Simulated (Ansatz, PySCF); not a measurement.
This Ansatz (a quantum-chemistry and plane-wave program) input computes a PBE0/def2-TZVPD energy:

Ansatz 0.2 input:
```yaml
crystal:
  periodic: [false, false, false]
  atoms:
    - {symbol: B, position_ang: [-0.92049891, 0.12882452, -0.02652251]}
    - {symbol: N, position_ang: [0.72102801, -0.10090842, 0.02077512]}
    - {symbol: H, position_ang: [-1.31712121, -0.63207209, -0.87706333]}
    - {symbol: H, position_ang: [-1.06386077, 1.29338918, -0.31449670]}
    - {symbol: H, position_ang: [-1.30555189, -0.14538387, 1.08533924]}
    - {symbol: H, position_ang: [0.94651716, -1.06267980, 0.25797112]}
    - {symbol: H, position_ang: [1.15235918, 0.50227379, 0.71520736]}
    - {symbol: H, position_ang: [1.14295601, 0.10670910, -0.87977095]}
basis:
  gaussian:
    orbitals: def2-TZVPD
hamiltonian:
  xc: {name: PBE0}
output: {forces: true}
```

Write an input for the same energy in PySCF and say what it gives.


```python
from pyscf import gto, scf, dft

mol = gto.M(
    atom='''
    B    -0.92049891    0.12882452   -0.02652251
    N     0.72102801   -0.10090842    0.02077512
    H    -1.31712121   -0.63207209   -0.87706333
    H    -1.06386077    1.29338918   -0.31449670
    H    -1.30555189   -0.14538387    1.08533924
    H     0.94651716   -1.06267980    0.25797112
    H     1.15235918    0.50227379    0.71520736
    H     1.14295601    0.10670910   -0.87977095
    ''',
    basis='def2-tzvpd',
    charge=0,
    spin=0,
    verbose=4,
)

mf = dft.RKS(mol, xc='pbe0').density_fit(auxbasis='def2-universal-jkfit')
mf.grids.level = 3
mf.conv_tol = 1e-9
mf.max_cycle = 100
mf.max_memory = 1500
mf.kernel()
if not mf.converged:
    mf = mf.newton()
    mf.kernel(mf.make_rdm1())
mf.analyze()
```
It gives -83.13607 Eh, and Ansatz -83.13602 Eh, a difference of 0.05 mEh, from the treatment of integrals and grids.
